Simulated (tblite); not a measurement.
C7H6NPS.
Cartesian coordinates in Å at the GFN2-xTB level; atoms count from 1:
```
atom  x, y, z in Å
C1    -2.713   -0.713   -0.045
S2    -1.817    0.863   -0.181
C3    -0.113    0.425   -0.049
C4     0.312   -0.880    0.160
C5     1.649   -1.230    0.261
C6     2.696   -0.337    0.167
P7     2.534    1.368   -0.088
C8     0.790    1.493   -0.170
C9     0.295    2.796   -0.381
N10   -0.076    3.869   -0.552
H11   -2.549   -1.161    0.931
H12   -3.760   -0.447   -0.154
H13   -2.421   -1.384   -0.847
H14   -0.420   -1.666    0.251
H15    1.880   -2.275    0.425
H16    3.706   -0.714    0.261
```

Level: GFN2-xTB in tblite, geometry and Hessian alike; calculated harmonic values, unscaled, isolated species. The method is semi-empirical: single wavenumbers can be off by several per cent or more. One conformer, not necessarily the lowest.

Harmonic wavenumbers (cm⁻¹): 40.8, 76.3, 115.8, 154.1, 201.0, 227.2, 263.3, 281.6, 333.7, 381.7, 402.1, 508.9, 519.3, 587.0, 604.8, 698.8, 727.8, 746.3, 843.2, 846.4, 904.4, 918.2, 930.6, 943.7, 1113.3, 1128.5, 1192.5, 1220.3, 1309.6, 1328.8, 1361.1, 1448.5, 1453.4, 1484.3, 1526.8, 2349.0, 3025.7, 3035.4, 3047.4, 3056.4, 3058.5, 3114.7.

A = 1410, B = 909.1, C = 554.8 MHz; mass 166.996 u (most abundant isotopes); point group Cs, symmetry number 1.

Task: What is the zero-point energy?

Result: Half the sum of the wavenumbers: 23756 cm⁻¹ = 67.92 kcal/mol.

Task: Entropy at 200 K, 1 bar (ideal gas, RRHO, classical rotation)?

Result: Translation 39.29, rotation 29.30, vibration 19.20: S = 87.8 cal/(mol K).

Task: And Cp and H(200 K) − H(0)?

Result: Cp = 29.44 cal/(mol K), of which vibrations give 21.49 (their classical limit is 42 R = 83.5); H(200 K) − H(0) = 3.72 kcal/mol without the zero-point energy, 2.13 from vibrations.

Task: Which modes carry the vibrational entropy at 200 K?

Result: 40.8 cm⁻¹: 4.43; 76.3 cm⁻¹: 3.20; 115.8 cm⁻¹: 2.41; 154.1 cm⁻¹: 1.88; 201.0 cm⁻¹: 1.42; 227.2 cm⁻¹: 1.22 cal/(mol K); the other 36 give 4.64 together.

Task: How do the functions run with temperature in this model?

Result: 
```csv
T (K),S (cal/(mol K)),Cp (cal/(mol K)),H − H(0) (kcal/mol),G − H(0) (kcal/mol),ln q(vib)
150,80.1,24.3,2.37,-9.64,2.99
250,94.9,34.4,5.31,-18.41,5.65
298.15,101.4,39.0,7.08,-23.14,6.94
400,114.0,47.5,11.50,-34.12,9.63
600,135.8,59.6,22.30,-59.16,14.71
900,162.2,70.5,41.97,-104.02,21.63
```

q(vib) and H(0) count from the zero-point level.

Hindered rotation and anharmonicity are outside this model. Other conformers, if any are populated, would add a mixing term that is left out.

Hardware: an Arm Neoverse V1 with one thread, shared host with 32 logical CPUs at a one-minute load of 10. Cost: 0.71 s wall. The figure is for the frequency step alone.
